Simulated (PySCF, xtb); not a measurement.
Ge(H)2(F)(Et) (C2H7FGe), SMILES C[CH2][GeH2][F]. One conformer was computed; it need not be the lowest.

Harmonic wavenumbers (cm⁻¹) from GFN2-xTB (xtb) at its own minimum, in rising order: 53, 137, 207, 245, 428, 474, 549, 587, 655, 727, 785, 962, 1003, 1063, 1223, 1248, 1412, 1449, 1494, 1497, 1894, 1963, 2955, 2975, 3012, 3018, 3025.

Question: What does B3LYP-D3(BJ)/def2-SVP in PySCF give at its own minimum? (An estimate is asked for; the answer gives what the named calculation found.)

Answer: 60, 148, 220, 274, 487, 585, 665, 691, 708, 810, 864, 970, 983, 1049, 1245, 1251, 1398, 1434, 1475, 1479, 2126, 2135, 3027, 3037, 3087, 3103, 3118. Paired by order, the mean absolute difference is 59 cm⁻¹ and the zero-point energies are 50.1 and 52.1 kcal/mol.
